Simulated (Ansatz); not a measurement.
Relaxation of C2H6BCl (10 atoms, charge 0, multiplicity 1), to a largest force component of 0.03 eV/Å in at most 50 steps.

Level of theory: UKS PBE0-D4/def2-SVP in Ansatz.

```xyz
10
Properties=species:S:1:pos:R:3:forces:R:3
B -0.048 -0.288 -0.320 -0.03 -0.66 -0.72
Cl -0.146 -1.393 -1.770 0.00 0.09 0.76
C -0.130 1.202 -0.737 -0.14 0.04 0.42
H 0.173 1.234 -1.777 0.18 0.49 -0.45
C 0.151 -0.917 1.091 0.00 -0.01 0.00
H -1.191 1.513 -0.700 0.00 0.00 0.02
H 0.439 1.903 -0.109 0.01 0.00 0.00
H -0.371 -1.877 1.218 -0.01 0.03 -0.01
H 1.230 -1.144 1.190 0.00 0.02 -0.01
H -0.108 -0.232 1.912 -0.01 -0.01 -0.01
```

Where does it end, and by what steps?

The forces met the threshold. After 5 steps the energy has fallen by 0.104 eV; H4 moved furthest, 0.18 Å.

| step | energy less start (eV) | largest force component (eV/Å) | accepted |
| --- | --- | --- | --- |
| 0 | 0.0000 | 0.758 | yes |
| 1 | -0.0769 | 0.524 | yes |
| 2 | -0.0949 | 0.271 | yes |
| 3 | -0.0999 | 0.261 | yes |
| 4 | -0.1039 | 0.044 | yes |
| 5 | -0.1043 | 0.006 | yes |

```xyz
10
Properties=species:S:1:pos:R:3
B -0.047 -0.347 -0.396
Cl -0.201 -1.520 -1.719
C -0.104 1.175 -0.746
H 0.175 1.412 -1.782
C 0.140 -0.897 1.055
H -1.158 1.486 -0.615
H 0.484 1.789 -0.046
H -0.323 -1.880 1.220
H 1.229 -1.032 1.202
H -0.193 -0.187 1.827
```

Whether the end is a true minimum wasn't checked by a vibrational analysis.

The run took 41 s on 2 threads of Intel(R) Xeon(R) Processor @ 2.50GHz (Skylake/Cascade Lake) (shared host), peak memory 0.25 GiB.
